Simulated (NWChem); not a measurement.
System: GaN, triplet; SMILES [N]=[Ga]

NWChem input:

```
start job
memory heap 200 mb stack 700 mb global 900 mb
geometry units angstroms noautosym nocenter noautoz
  Ga     0.000000     0.000000    -0.341309
  N      0.000000     0.000000     1.473981
end
basis spherical
  * library def2-tzvp
end
dft
  odft
  mult 3
  xc b3lyp
  iterations 150
  convergence damp 70 ncydp 30 lshift 0.3 ncysh 40
end
property
  efieldgrad
end
task dft property
```

The state is orbitally degenerate and is run as one real component. Structure relaxed at the PBE0/def2-SVP, spin-unrestricted level. No stability test was run on the SCF state. B3LYP is NWChem's, with the RPA form of VWN correlation.

Vzz is the largest principal value of the second derivative of the potential at the nucleus (NWChem prints the opposite sign); η is the asymmetry. Non-relativistic.

Atoms are numbered as in the input.

Q: Predict the main results of this run. (B3LYP/def2-TZVP, spin-unrestricted.) Quantities: Vzz Ga1 (a.u.); η Ga1; Vzz N2 (a.u.); η N2.

A: 
```yaml
Vzz Ga1 (a.u.): -1.634
"η Ga1": 0.97
Vzz N2 (a.u.): -1.268
"η N2": 0.28
```
